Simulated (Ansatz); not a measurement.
Basis sets compared for ZrFCl3 (ZrCl₃F). Charge 0, multiplicity 1. Geometry PBE0-D4/def2-SVP. Ansatz on 4 threads of Arm Neoverse V2 on a shared host; times are rough, and most runs start from earlier orbitals.

Cartesian coordinates in Å:
```
Zr -0.0393 0.0566 -0.0484
F -0.9167 1.3209 -1.1292
Cl 1.2604 -1.3307 -1.3912
Cl -1.6246 -1.2129 1.0883
Cl 1.3202 1.1661 1.4806
```

In the def2 sets Zr takes a core potential; there is no spin–orbit coupling.

Binding counts from free atoms (Zr triplet, F doublet, Cl doublet) in the same basis, without a counterpoise term.

```json
{"level": "PBE-D4/def2-SVP", "functions": "99", "energy (Eh)": "-1526.6804", "HOMO (eV)": "-8.22", "LUMO (eV)": "-3.13", "binding per atom (eV)": "–", "wall time": "1.1 s"}
{"level": "PBE-D4/def2-TZVP (with forces)", "functions": "182", "energy (Eh)": "-1527.2858", "HOMO (eV)": "-8.32", "LUMO (eV)": "-3.28", "binding per atom (eV)": "–", "wall time": "2 s"}
{"level": "r2SCAN-D4/def2-TZVP", "functions": "182", "energy (Eh)": "-1527.8213", "HOMO (eV)": "-8.71", "LUMO (eV)": "-3.18", "binding per atom (eV)": "–", "wall time": "4.4 s"}
{"level": "PBE0-D4/def2-SVP", "functions": "99", "energy (Eh)": "-1526.7616", "HOMO (eV)": "-9.68", "LUMO (eV)": "-2.43", "binding per atom (eV)": "4.50", "wall time": "1.5 s"}
{"level": "PBE0-D4/def2-TZVP", "functions": "182", "energy (Eh)": "-1527.3626", "HOMO (eV)": "-9.72", "LUMO (eV)": "-2.52", "binding per atom (eV)": "4.42", "wall time": "2.6 s"}
```

Question: Estimate the rows for PBE-D4/def2-TZVPD, r2SCAN-D4/def2-TZVPD, PBE0-D4/def2-TZVPD.

Answer: 
```tsv
level	functions	energy (Eh)	HOMO (eV)	LUMO (eV)	binding per atom (eV)	wall time
PBE-D4/def2-TZVPD	218	-1527.2881	-8.33	-3.32	–	2.7 s
r2SCAN-D4/def2-TZVPD	218	-1527.8237	-8.70	-3.18	–	6 s
PBE0-D4/def2-TZVPD	218	-1527.3649	-9.71	-2.54	4.42	4 s
```
